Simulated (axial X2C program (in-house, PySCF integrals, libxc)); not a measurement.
**Nuclear properties of OCoO²⁺**

Computed with an in-house all-electron X2C program for linear molecules (integrals from PySCF): two-component X2C with atomic mean-field Coulomb and Gaunt terms, Gaussian nuclei, basis O dyall-av3z, Co dyall-v3z with contracted cores.

O–Co–O held linear, with bonds 1.987 and 1.987 Å (near the PBE0 minimum at charge 2 of the determinant lowest at the starting distance; the state shown can have its own minimum elsewhere, held linear; other orders of the atoms were not compared).

Input and command:
```json
{"zs": [8, 27, 8], "q": 2, "bas": ["dyall-av3z", "dyall-v3z", "dyall-av3z"], "r0": [1.6, 1.6], "symm": 1, "scan": ["PBE0", "HF", "TPSSh"], "levels": ["PBE0", "HF", "TPSSh"], "nst": 2}
```
```bash
python solin.py task.json out
```

Keys: zs atomic numbers; q charge; bas basis sets; r0 starting distance in Å; symm equal bonds; scan levels of the two-bond scan; levels methods; nst determinants followed.

Determinant lowest in the PBE0 search, Ω = 7/2 (⟨Sz⟩ = 3.50, ⟨Lz⟩ = 0.00 at PBE0), spin on the atoms O 1.00, Co 1.50, O 1.00:

```json
{"level": "PBE0", "A∥/gI O (MHz)": "-51", "qzz O (a.u.)": "-2.55", "A∥/gI Co (MHz)": "60.3", "qzz Co (a.u.)": "-5.07"}
{"level": "HF", "A∥/gI O (MHz)": "-28.4", "qzz O (a.u.)": "-2.82", "A∥/gI Co (MHz)": "-41.5", "qzz Co (a.u.)": "-5.07"}
{"level": "TPSSh", "A∥/gI O (MHz)": "-51.7", "qzz O (a.u.)": "-2.46", "A∥/gI Co (MHz)": "85.2", "qzz Co (a.u.)": "-5.08"}
```

Determinant 0.23 eV from it at PBE0 and this distance, Ω = 13/2 (⟨Sz⟩ = 3.50, ⟨Lz⟩ = 3.00 at PBE0), spin on the atoms O 1.01, Co 1.48, O 1.01:

```json
{"level": "PBE0", "A∥/gI O (MHz)": "-25.3", "qzz O (a.u.)": "-2.58", "A∥/gI Co (MHz)": "297", "qzz Co (a.u.)": "-0.42"}
{"level": "HF", "A∥/gI O (MHz)": "-14.9", "qzz O (a.u.)": "-2.82", "A∥/gI Co (MHz)": "241", "qzz Co (a.u.)": "-0.47"}
{"level": "TPSSh", "A∥/gI O (MHz)": "-23.9", "qzz O (a.u.)": "-2.46", "A∥/gI Co (MHz)": "309", "qzz Co (a.u.)": "-0.46"}
```

A∥ (defined per Ω) follows by multiplying with gI = μI/(I μN); qzz is the electric field gradient, eQq0 = 234.96 MHz × Q/barn × qzz. The operators were transformed with the bare-nucleus X2C matrices; with these basis sets, hyperfine constants and field gradients can be off by tens of per cent, and where levels differ in sign neither size nor sign is settled.

Task: With gI(17O) = -0.7575, Q(17O) = -0.02558 barn, Q(59Co) = 0.42 barn (g factors from the IAEA table of nuclear moments by Stone; Q from Pyykkö, Mol. Phys. 2018), turn the PBE0 values of the first state into constants in MHz.

Result: A∥(17O) = -51 × -0.7575 = 38.6 MHz; eQq0(17O) = 234.96 × (-0.02558) × (-2.55) = 15.3 MHz; eQq0(59Co) = 234.96 × (0.42) × (-5.07) = -500 MHz.

The molecule was held linear; bending was not examined, so a bent shape may lie lower.

Each state is one determinant with collinear spin, which with several unpaired electrons need not be a pure state. Unrestricted Hartree–Fock can overshoot spin polarisation at the nuclei. This is the top spin component of a Σ state; components of lower Ω are not single determinants and can lie lower. With several open shells hyperfine constants can be off by a factor of several. At HF a later determinant lies lower. States lie within half an eV, so the first need not be the ground state. Where a field gradient or hyperfine factor spreads by more than a factor of two over the levels, a constant derived from it is not to be relied on. PBE0 term energies can be off by some tenths of an eV.
